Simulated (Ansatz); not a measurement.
One geometry of C6H11N2, that is 1-ethyl-3-methylimidazolium with one electron more, several levels of theory.

```yaml
crystal:
  periodic: [false, false, false]
  atoms:
    - {symbol: C, position_ang: [2.756362, 0.487124, 0.290161]}
    - {symbol: C, position_ang: [1.878256, -0.234634, -0.717760]}
    - {symbol: N, position_ang: [0.482398, -0.354391, -0.256412]}
    - {symbol: C, position_ang: [0.024129, -1.238202, 0.697438]}
    - {symbol: C, position_ang: [-1.309656, -0.984288, 0.873944]}
    - {symbol: N, position_ang: [-1.637859, 0.054349, 0.027304]}
    - {symbol: C, position_ang: [-2.967216, 0.644112, -0.118083]}
    - {symbol: C, position_ang: [-0.538291, 0.419578, -0.646432]}
    - {symbol: H, position_ang: [3.781479, 0.546090, -0.103031]}
    - {symbol: H, position_ang: [2.795258, -0.047474, 1.250890]}
    - {symbol: H, position_ang: [2.400821, 1.512264, 0.471624]}
    - {symbol: H, position_ang: [1.847289, 0.291135, -1.683077]}
    - {symbol: H, position_ang: [2.234758, -1.256993, -0.914286]}
    - {symbol: H, position_ang: [0.674180, -1.974712, 1.165485]}
    - {symbol: H, position_ang: [-2.044561, -1.457318, 1.522198]}
    - {symbol: H, position_ang: [-3.674501, -0.121797, -0.464167]}
    - {symbol: H, position_ang: [-2.920399, 1.455489, -0.853585]}
    - {symbol: H, position_ang: [-3.298100, 1.047017, 0.848670]}
    - {symbol: H, position_ang: [-0.484359, 1.212651, -1.390874]}
basis:
  gaussian: {orbitals: def2-TZVP}
magnetization: {spin_polarized: true, initial_magnetization: 1}
hamiltonian: {xc: pbe0, dispersion: d4}
scf: {omitted_lower_state_checks: [starts]}
output: {orbitals: {seedname: orbitals}}
```

The file start.molden holds the orbitals of an earlier run on this structure, at another level or in another basis.

```sh
$ ansatz run in.yaml --threads 4 --pin off --events-out ev --progress --plain --max-ram 4787MiB
```

It prints (some lines left out):

```
Functional definition: PBE0
  name "PBE0"
  cite "Adamo & Barone, J. Chem. Phys. 110, 6158 (1999) doi:10.1063/1.478522"
  cite "Perdew, Burke & Ernzerhof, Phys. Rev. Lett. 77, 3865 (1996) doi:10.1103/PhysRevLett.77.3865"
  parent pbe
  parameter a = 0.25
  parameter kappa = 0.804
  parameter beta = 0.06672455060314922
  exchange = (1 - a)*pbe_x(kappa = kappa, mu = beta*pi^2/3) + a*exact_x
  correlation = pbe_c(beta = beta)
these checks for a lower state are left out or cut short: starts
1874 factors; their error is unknown
mean field evaluation 1: about -9358.0196 eV, gradient 5.2e1 eV
mean field evaluation 2: about -9343.5330 eV, gradient 7.2e1 eV
mean field evaluation 4: about -9370.8086 eV, gradient 4.3e0 eV
mean field evaluation 8: about -9370.9044 eV, gradient 2.6e-1 eV
mean field evaluation 16: about -9370.8977 eV, gradient 4.3e-3 eV
mean field -9370.89774308 eV, -344.3741402355 hartree, gradient 1.8e-5 eV, S^2 0.756855; 0 other end points of the search recorded, 0 dependent functions left out
reference -9370.89778348 eV, -344.3741417203 hartree; 31, 30 occupied and 283, 284 virtual orbitals, 1874 factors
Total energy: -9371.28342884 eV, -344.3883139258 hartree
Checks for a lower state left out: starts
```

Hardware: 4 threads of Arm Neoverse V1 on a shared host. Wall time 22 s, peak host memory 1.2 GiB.

As the first input, with `gaussian: {orbitals: def2-TZVP, initial_orbitals: start.molden}`, `hamiltonian: {xc: pbe, dispersion: d4}` (abridged; 9.5 s):

```
Functional definition: PBE
mean field -9369.91698510 eV, -344.3380980447 hartree, gradient 1.6e-5 eV, S^2 0.752932
Total energy: -9370.37335102 eV, -344.3548691829 hartree
Checks for a lower state left out: starts
```

First input, but with `gaussian: {orbitals: def2-TZVP, initial_orbitals: start.molden}`, `hamiltonian: {xc: {name: wB97X-V}}` (abridged; 48 s):

```
Functional definition: wB97X-V
mean field -9379.33035115 eV, -344.6840328665 hartree, gradient 1.5e-5 eV, S^2 0.757406
Total energy: -9379.33034898 eV, -344.6840327867 hartree
Checks for a lower state left out: starts
```

Geometry: r2SCAN-D4/def2-SVP, that of the charge +1 singlet.
